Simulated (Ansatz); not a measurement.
Frontier orbitals of CH$_{8}$BGeN (`BC[NH][GeH3]`).

Charge 0, multiplicity 1. Correlated methods include outer-core shells of Ge, which these sets cover unevenly. Scalar relativity is left out up to krypton. All single points use the PBE0-D4/def2-TZVP geometry. It is one conformer, not always the lowest. Basis def2-TZVPP, Ansatz 0.2.0.

| functional | HOMO (eV) | LUMO (eV) | gap (eV) |
| --- | --- | --- | --- |
| LDA (SPW92) | -5.85 | -1.35 | 4.50 |
| PBE | -5.72 | -1.11 | 4.61 |
| revPBE | -5.67 | -1.01 | 4.66 |
| BLYP | -5.59 | -0.97 | 4.62 |
| PBE0 | -6.93 | -0.16 | 6.77 |
| BHLYP | -8.07 | 0.80 | 8.87 |
| ωB97M-V | -9.16 | 1.64 | 10.80 |

Against PBE, PBE0 changes HOMO and LUMO by −1.21 and +0.95 eV, ωB97M-V by −3.44 and +2.74 eV. A gap of 4.62 eV thus becomes 10.80 eV for the same molecule, so an orbital gap means little without its functional. A positive LUMO is unbound and depends on the basis.
